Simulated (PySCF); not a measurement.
# A small calculation by hand: oscillator strength and radiative lifetime

In(NCO)(OMe)2 (C₃H₆InNO₃), SMILES C[O][In]([N]=C=O)[O]C.

The structure is a stationary point at B3LYP-D3(BJ)/def2-SVP. The def2 effective core potentials stand for the cores of In; spin–orbit coupling is left out. One conformer was computed; it need not be the lowest.

PySCF with TDA-ωB97X/def2-SVPD puts the first singlet state with f over 0.02 at 5.42 eV (vertical), with the transition dipole (-0.484, 0.224, -0.490) in atomic units.

### Question
Find the oscillator strength, the wavelength and the radiative lifetime that this transition would have in vacuum if emission retraced absorption.

### Answer

|μ|² = 0.5245 au, so |μ| = 1.84 D. ΔE = 5.42/27.211 = 0.1992 hartree. f = (2/3) ΔE |μ|² = 0.070 (the program prints 0.070).
λ = 1239.84/5.42 = 229 nm; ν = 43715 cm⁻¹.
Einstein's coefficient A = 0.6670 ν² f s⁻¹ (ν in cm⁻¹) = 8.9e7 s⁻¹, so τ = 1/A = 11 ns. This state is S3; the lower singlets have f = 0.000, 0.015. The figure is the radiative limit of this one transition; relaxation, internal conversion, crossing to triplets and a medium change what is measured.
